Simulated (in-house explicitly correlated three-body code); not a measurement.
Computed with an exponentially correlated three-body code. Model: two electrons around a point charge, non-relativistic, variational in 260 exponentially correlated functions (energies converged to about 1e-7 hartree, or 1e-8 relative for large Z).

Command:
```bash
python run_hyl.py task.json out
```
Settings (lengths in bohr, energies in hartree):
```
Z                      1
screening              0.05
interaction_strength   1
functions              260
states_tried           1
```

Run time, properties included: 4.8 s on 1 thread of Intel(R) Xeon(R) 6975P-C (Granite Rapids) (shared host).

**Ground state only, binding against the one-electron ion.**

Given: nuclear charge 1; Yukawa screening of all interactions 0.05 1/bohr.

Computed: one-electron threshold -0.451816429 hartree.

```tsv
term	energy (hartree)	binding (eV)
1 1S	-0.479034784	0.74065
```

**Converged states only, values per electron or pair (inverse distances are <exp(-kr)/r>).**

```json
{"term": "1 1S", "mean r (bohr)": "2.7191", "mean r squared (bohr²)": "12.016", "mean inverse r (1/bohr)": "0.63542", "mean r12 (bohr)": "4.4266", "mean inverse r12 (1/bohr)": "0.26536", "mean cosine": "-0.10386", "mean p1 dot p2 (bohr⁻²)": "0.032303", "delta r1 (bohr⁻³)": "0.1642", "delta r12 (bohr⁻³)": "0.0027229"}
```
